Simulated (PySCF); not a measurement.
**From computed data to an observable: dipole moment from atomic charges**

MgO, SMILES [O]=[Mg]. Atoms are numbered in the order given.

```xyz
2

Mg     0.0000     0.0000    -0.6952
O      0.0000     0.0000     1.0428
```

Geometry: r2SCAN-D4/def2-TZVPD.

Charges (e) from B3LYP/def2-TZVPD run with PySCF:

| atom | IAO | ESP fit |
|---|---|---|
| Mg1 | 1.315 | 0.891 |
| O2 | -1.315 | -0.891 |

The dipole moment of the full density is 7.47 D.

### Question
What dipole moment does each set of point charges give, and which comes closer to that of the density?

### Answer

μ = Σ q r, and 1 e Å = 4.8032 D.
IAO: Σ q r = (0.000, 0.000, -2.285) e Å, |μ| = 10.98 D.
ESP fit: Σ q r = (0.000, 0.000, -1.549) e Å, |μ| = 7.44 D.
ESP fit comes closer in size. Point charges leave out the atoms' own dipoles (lone pairs, polarised bonds); fits to the potential absorb them, partitions of the density don't.
